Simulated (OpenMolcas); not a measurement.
**Cu⁷⁺: effect of the active space**

```
Program             : OpenMolcas
Method              : XMS-CASPT2, IPEA 0.25 Eh, imaginary shift 0.1 Eh
Basis               : ANO-RCC-VTZP
Scalar Hamiltonian  : DKH2, point nucleus
Spin-orbit coupling : state interaction with AMFI integrals over the reference wave functions, term energies averaged over their components
```

A. 4 electrons in 5 orbitals (3d); 2S+1 = 5 even, 5 roots; 2S+1 = 3 even, 45 roots; 2S+1 = 1 even, 50 roots; closed shells correlated: 3s 3p; CASPT2 step about 14 core-seconds
B. 4 electrons in 10 orbitals (3d 4d); 2S+1 = 5 even, 5 roots; 2S+1 = 3 even, 45 roots; 2S+1 = 1 even, 44 roots; closed shells correlated: 3s 3p; CASPT2 step roughly 9 core-minutes

Energies in cm⁻¹ above 3d⁴ ⁵D₀.

```csv
Level,A,B
3d⁴ ⁵D₀,0.0,0.0
3d⁴ ⁵D₁,394,395
3d⁴ ⁵D₂,1130,1133
3d⁴ ⁵D₃,2140,2150
3d⁴ ⁵D₄,3370,3400
3d⁴ ³P₀(1),34360,34570
3d⁴ ³H₄,36380,36400
3d⁴ ³P₁(1),36680,36900
3d⁴ ³H₅,37310,37350
3d⁴ ³H₆,38240,38310
3d⁴ ³F₂(1),39650,39810
3d⁴ ³F₃(1),39690,39840
3d⁴ ³F₄(1),40110,40290
3d⁴ ³P₂(1),40270,40500
3d⁴ ³G₃,44040,44060
3d⁴ ³G₄,44880,44920
3d⁴ ³G₅,45580,45650
3d⁴ ³D₃,53930,53720
3d⁴ ³D₂,54220,54030
3d⁴ ³D₁,54620,54390
3d⁴ ¹G₄(1),54660,54980
3d⁴ ¹I₆,55170,55240
3d⁴ ¹F₃,76640,76570
3d⁴ ³P₂(2),89170,89020
```

The spin-orbit steps hold different terms of 3d⁴ (B lacks a ¹D, a ¹S), which shifts levels as well.

Between A and B the level of the table that moves most is 3d⁴ ¹G₄(1), by 330 cm-1 (lowest in A, highest in B). Moves below CASPT2's spread within the term are not significant.

CASPT2 does not keep the components of a term degenerate, so their means are used; among the terms shown or strongly mixed into the levels shown the widest spread is 1000 cm-1 (3d⁴ ¹I, B). The CASPT2 spread within a term exceeds the gap to the next term for 3d⁴ ¹G(1) and 3d⁴ ³D, 3d⁴ ³D and 3d⁴ ¹I, so the order of their levels is uncertain (figures for A; the like holds for B). Active for correlation alone: 4d; no level in the range computed is led by a configuration that fills it, so any true level of that kind is missing (holds for B). Levels of configurations outside the active space are missing. Levels that lie high or do not pair safely by name in every column are left out.

A number in round brackets counts repeated terms of one configuration in the order of the reference energies.
